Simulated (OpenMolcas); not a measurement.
Cl³⁺: from RASSCF to RASPT2

```
Program             : OpenMolcas
Basis               : ANO-RCC-VQZP [6s5p3d2f1g]
Scalar Hamiltonian  : DKH2, point nucleus
Active space        : 4 electrons in 9 orbitals (RAS2 3s 3p; RAS3 3d, at most 2 electrons)
State averaging     : 2S+1 = 3 even, 6 roots; 2S+1 = 1 even, 12 roots; 2S+1 = 5 odd, 1 root; 2S+1 = 3 odd, 9 roots; 2S+1 = 1 odd, 8 roots
Spin-orbit coupling : RASSI with atomic mean-field integrals over the reference wave functions, term energies averaged over their components
```

Methods on the same reference wave functions:
A. RASSCF
B. SS-RASPT2, IPEA 0.25 Eh, imaginary shift 0.1 Eh (closed shells correlated: 2s 2p)
C. MS-RASPT2, IPEA 0.25 Eh, imaginary shift 0.1 Eh (closed shells correlated: 2s 2p)

Energies in cm⁻¹ above 3s² 3p² ³P₀, the measured ground level; measured values from Moore, Atomic Energy Levels, vol. I, NSRDS-NBS 35 (1971 reprint of NBS Circular 467, 1949).

| Level | A | B | C | Measured |
| --- | --- | --- | --- | --- |
| 3s² 3p² ³P₀ | 0.0 | 0.0 | 0.0 | 0.0 |
| 3s² 3p² ³P₁ | 425 | 428 | 430 | 491 |
| 3s² 3p² ³P₂ | 1186 | 1186 | 1190 | 1341 |
| 3s² 3p² ¹D₂ | 16067 | 13850 | 13850 | 13766 |
| 3s² 3p² ¹S₀ | 35945 | 32890 | 32780 | 32550 |
| 3s 3p³ ⁵S°₂ | 67041 | 70470 | 70490 |  |
| 3s 3p³ ³D°₁ | 102890 | 103000 | 103030 |  |
| 3s 3p³ ³D°₂ | 102909 | 103020 | 103050 |  |
| 3s 3p³ ³D°₃ | 102966 | 103080 | 103100 |  |
| 3s 3p³ ³P°₂ | 121731 | 120780 | 120800 | 120256 |
| 3s 3p³ ³P°₁ | 121754 | 120800 | 120820 | 120274 |
| 3s 3p³ ³P°₀ | 121761 | 120800 | 120830 |  |
| 3s 3p³ ¹D°₂ | 134886 | 133020 | 133040 |  |

Deviations, from unrounded energies. A percentage is the sum of absolute deviations over the sum of measured energies, with the sign that they share, or ± where signs differ.

```json
{"Against measurement": "mean absolute deviation (cm-1)", "Levels": "6", "A": "1500", "B": "280", "C": "270"}
{"Against measurement": "fine structure of the ground term (%)", "Levels": "2", "A": "-12.1", "B": "-11.9", "C": "-11.6"}
{"Against measurement": "other terms of the ground configuration (%)", "Levels": "2", "A": "+12.3", "B": "+0.9", "C": "+0.7"}
{"Against measurement": "other configurations (%)", "Levels": "2", "A": "+1.2", "B": "+0.4", "C": "+0.5"}
```

B, C lie about equally close to measurement and A furthest from it. The largest miss of C in the table is 3s 3p³ ³P°₁, by +550 cm-1. The ranking rests on the paired levels alone, and a cruder setting can come out closer through cancelling errors.

Between B and C the level of the table that moves most is 3s² 3p² ¹S₀, by 110 cm-1 (lowest in C, highest in B). Moves below CASPT2's spread within the term are not significant.

The mean deviations of B to C differ by less than CASPT2's widest spread within a term (23 cm-1), so their order carries little weight.

From A to B the spin-free energies of the other terms of 3s² 3p² shown, above ³P, scale by factors of 0.85 to 0.91.

The lowest spin-free term lies below A's lowest term by 0.069 hartree in B, 0.069 hartree in C.

CASPT2 does not keep the components of a term degenerate, so their means are used; among the terms shown or strongly mixed into the levels shown the widest spread is 23 cm-1 (3s 3p³ ³D°, C). Configurations are named by rounded mean occupations; where the s occupation lies near a half they are strongly mixed, a name can repeat and a true partner stay unpaired. Some terms take much of their weight from 3d, a shell meant for correlation, so their names are nominal. Some terms mix strongly with configurations of 3d, whose occupation reaches 0.52 (3s 3p³ ³D°, 3s 3p³ ³P°, 3s 3p³ ¹D°). Measured partners are found by configuration, term and J. A level has none where our copy of the source lacks it or the pairing is in doubt (some pairs that miss far off the trend of their configuration count as doubtful), and it then counts in no deviation. Levels of configurations outside the active space are missing. The table leaves out levels that lie high or whose names do not pair safely across all columns.

° marks odd parity.
